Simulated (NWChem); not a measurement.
System: C2HCl3Si; SMILES Cl[Si](Cl)(C#C)Cl

Input file for NWChem:

```
start job
memory heap 200 mb stack 900 mb global 1100 mb
geometry units angstroms noautosym nocenter noautoz
  C      0.000153    -3.044299     0.151693
  C      0.000068    -1.829867     0.092580
  Si    -0.000003    -0.022355     0.000882
  Cl    -0.327796     0.766213     1.856364
  Cl    -1.476258     0.605113    -1.263803
  Cl     1.803984     0.634466    -0.696700
  H      0.000230    -4.119590     0.203777
end
basis spherical
  * library def2-svp
end
dft
  xc b3lyp
  iterations 150
end
property
  response 1 0.0773
end
task dft property
```

NWChem printed, in part:

```
             Northwest Computational Chemistry Package (NWChem) 7.3.0
             --------------------------------------------------------

                             Geometry "geometry" -> ""
                             -------------------------

 Output coordinates in angstroms (scale by  1.889725989 to convert to a.u.)

  No.       Tag          Charge          X              Y              Z
 ---- ---------------- ---------- -------------- -------------- --------------
    1 C                    6.0000     0.00015300    -3.04429900     0.15169300
    2 C                    6.0000     0.00006800    -1.82986700     0.09258000
    3 Si                  14.0000    -0.00000300    -0.02235500     0.00088200
    4 Cl                  17.0000    -0.32779600     0.76621300     1.85636400
    5 Cl                  17.0000    -1.47625800     0.60511300    -1.26380300
    6 Cl                  17.0000     1.80398400     0.63446600    -0.69670000
    7 H                    1.0000     0.00023000    -4.11959000     0.20377700

 Effective nuclear repulsion energy (a.u.)     479.1073933794

                              NWChem Property Module
                              ----------------------

                                 NWChem DFT Module
                                 -----------------

 Summary of "ao basis" -> "ao basis" (spherical)
 ------------------------------------------------------------------------------
       Tag                 Description            Shells   Functions and Types
 ---------------- ------------------------------  ------  ---------------------
 C                          def2-svp                 6       14   3s2p1d
 Si                         def2-svp                 8       18   4s3p1d
 Cl                         def2-svp                 8       18   4s3p1d
 H                          def2-svp                 3        5   2s1p

            General Information
            -------------------
          SCF calculation type: DFT
          Wavefunction type:  closed shell.
          No. of atoms     :     7
          No. of electrons :    78
           Alpha electrons :    39
            Beta electrons :    39
          Charge           :     0
          Spin multiplicity:     1
          Use of symmetry is: off; symmetry adaption is: off
          Maximum number of iterations: 150
          AO basis - number of functions:   105
                     number of shells:    47
          Convergence on energy requested:  1.00D-06
          Convergence on density requested:  1.00D-05
          Convergence on gradient requested:  5.00D-04

              XC Information
              --------------
                         B3LYP Method XC Potential
                     Hartree-Fock (Exact) Exchange  0.200
                        Slater Exchange Functional  0.800 local
                    Becke 1988 Exchange Functional  0.720 non-local
              Lee-Yang-Parr Correlation Functional  0.810
                  VWN I RPA Correlation Functional  0.190 local

             Grid Information
             ----------------
          Grid used for XC integration:  medium
          Radial quadrature: Mura-Knowles
          Angular quadrature: Lebedev.
          Tag              B.-S. Rad. Rad. Pts. Rad. Cut. Ang. Pts.
          ---              ---------- --------- --------- ---------
          C                   0.70       49          10.0       434
          Si                  1.10       88          11.0       590
          Cl                  1.00       88          12.0       590
          H                   0.35       45          12.0       434
          Grid pruning is: on
          Number of quadrature shells:   495
          Spatial weights used:  Erf1

      Superposition of Atomic Density Guess
      -------------------------------------

 Sum of atomic energies:       -1742.45800200

      Non-variational initial energy
      ------------------------------

 Total energy =   -1744.419212
 1-e energy   =   -3362.233798
 2-e energy   =    1138.707193
 HOMO         =      -0.365345
 LUMO         =       0.012246

   convergence    iter        energy       DeltaE   RMS-Dens  Diis-err
 ---------------- ----- ----------------- --------- --------- ---------
 d= 0,ls=0.0,diis     1  -1746.3757107844 -2.23D+03  1.51D-02  8.27D-01
 d= 0,ls=0.0,diis     2  -1746.3572754842  1.84D-02  9.73D-03  7.94D-01
 d= 0,ls=0.0,diis     3  -1746.4582136427 -1.01D-01  2.93D-03  9.79D-02
 d= 0,ls=0.0,diis     4  -1746.4631400264 -4.93D-03  1.34D-03  6.61D-02
 d= 0,ls=0.0,diis     5  -1746.4717401011 -8.60D-03  1.95D-04  4.04D-04
  Resetting Diis
 d= 0,ls=0.0,diis     6  -1746.4717874657 -4.74D-05  4.17D-05  1.80D-05
 d= 0,ls=0.0,diis     7  -1746.4717898191 -2.35D-06  2.21D-05  1.68D-06
 d= 0,ls=0.0,diis     8  -1746.4717897404  7.86D-08  1.18D-05  2.24D-06
 d= 0,ls=0.0,diis     9  -1746.4717900747 -3.34D-07  2.18D-06  1.50D-07

         Total DFT energy =    -1746.471790074706
      One electron energy =    -3364.337702604974
           Coulomb energy =     1255.733407086931
    Exchange-Corr. energy =     -116.974887936051
 Nuclear repulsion energy =      479.107393379388

 Numeric. integr. density =       78.000000663791

                       DFT Final Molecular Orbital Analysis
                       ------------------------------------

 Vector   37  Occ=2.000000D+00  E=-3.234880D-01
              MO Center= -2.9D-05,  6.6D-01, -3.5D-02, r^2= 4.8D+00
   Bfn.  Coefficient  Atom+Function         Bfn.  Coefficient  Atom+Function
  ----- ------------  ---------------      ----- ------------  ---------------
    57      0.378831  4 Cl px                95     -0.360640  6 Cl pz
    77      0.295153  5 Cl pz                54      0.285945  4 Cl px
    92     -0.272213  6 Cl pz                75     -0.246420  5 Cl px
    74      0.222786  5 Cl pz                72     -0.185995  5 Cl px
    51      0.164789  4 Cl px                89     -0.156878  6 Cl pz

 Vector   38  Occ=2.000000D+00  E=-3.124063D-01
              MO Center= -2.4D-03, -1.7D+00,  2.7D-01, r^2= 3.9D+00
   Bfn.  Coefficient  Atom+Function         Bfn.  Coefficient  Atom+Function
  ----- ------------  ---------------      ----- ------------  ---------------
     6      0.373282  1 C  pz                20      0.362544  2 C  pz
    58      0.250545  4 Cl py                 9      0.216735  1 C  pz
    23      0.198619  2 C  pz                55      0.187054  4 Cl py
    94     -0.148114  6 Cl py                76     -0.113474  5 Cl py
    91     -0.110558  6 Cl py                52      0.107762  4 Cl py

 Vector   39  Occ=2.000000D+00  E=-3.123778D-01
              MO Center=  2.6D-03, -1.7D+00, -1.0D-01, r^2= 3.9D+00
   Bfn.  Coefficient  Atom+Function         Bfn.  Coefficient  Atom+Function
  ----- ------------  ---------------      ----- ------------  ---------------
     4      0.373702  1 C  px                18      0.362903  2 C  px
    76     -0.230000  5 Cl py                 7      0.216992  1 C  px
    94      0.208250  6 Cl py                21      0.198782  2 C  px
    73     -0.171591  5 Cl py                91      0.155372  6 Cl py
    70     -0.098857  5 Cl py                 6      0.095258  1 C  pz

 Vector   40  Occ=0.000000D+00  E=-3.352407D-02
              MO Center=  6.6D-04, -1.7D+00,  6.6D-02, r^2= 3.8D+00
   Bfn.  Coefficient  Atom+Function         Bfn.  Coefficient  Atom+Function
  ----- ------------  ---------------      ----- ------------  ---------------
     9      0.511809  1 C  pz                41     -0.455548  3 Si pz
    23     -0.392017  2 C  pz                 6      0.379041  1 C  pz
    20     -0.270247  2 C  pz                38     -0.233371  3 Si pz
    50      0.206143  4 Cl s                 58     -0.187173  4 Cl py
    59     -0.176911  4 Cl pz                75     -0.153189  5 Cl px

 Vector   41  Occ=0.000000D+00  E=-3.350127D-02
              MO Center= -5.1D-04, -1.7D+00,  1.0D-01, r^2= 3.8D+00
   Bfn.  Coefficient  Atom+Function         Bfn.  Coefficient  Atom+Function
  ----- ------------  ---------------      ----- ------------  ---------------
     7      0.512402  1 C  px                39     -0.456357  3 Si px
    21     -0.392499  2 C  px                 4      0.379427  1 C  px
    18     -0.270648  2 C  px                36     -0.233656  3 Si px
    68     -0.185904  5 Cl s                 86      0.171507  6 Cl s
    77     -0.168803  5 Cl pz                57      0.155065  4 Cl px

 Vector   42  Occ=0.000000D+00  E= 4.969980D-03
              MO Center= -3.1D-05,  4.8D-01, -2.4D-02, r^2= 3.7D+00
   Bfn.  Coefficient  Atom+Function         Bfn.  Coefficient  Atom+Function
  ----- ------------  ---------------      ----- ------------  ---------------
    31      1.055627  3 Si s                 40      0.464726  3 Si py
    59      0.444545  4 Cl pz                93      0.424723  6 Cl px
    30      0.422475  3 Si s                 75     -0.347357  5 Cl px
    32      0.306247  3 Si s                 77     -0.291050  5 Cl pz
    37      0.240371  3 Si py                50     -0.226322  4 Cl s

     Multipole analysis of the density
     ---------------------------------

[...]

 DFT Linear Response polarizability / au
 Frequency  =       0.0773000 / au
 Wavelength =     589.4353558 / nm
              X              Y              Z
 -----------------------------------------------
 X      56.5804775     -0.0018270      0.0016621
 Y      -0.0018270     80.5262753     -1.1555713
 Z       0.0016621     -1.1555719     56.6301644
 -----------------------------------------------
 Eigenvalues =      56.5808607     80.5820267     56.5740299
 Isotropic   =      64.5789724
 Anisotropic =      24.0045821
 -----------------------------------------------

 Magnetic Dipole Response Matrix (nonzero elements):
```

Level: B3LYP/def2-SVP. Structure relaxed at the PBE0/def2-SVP level.
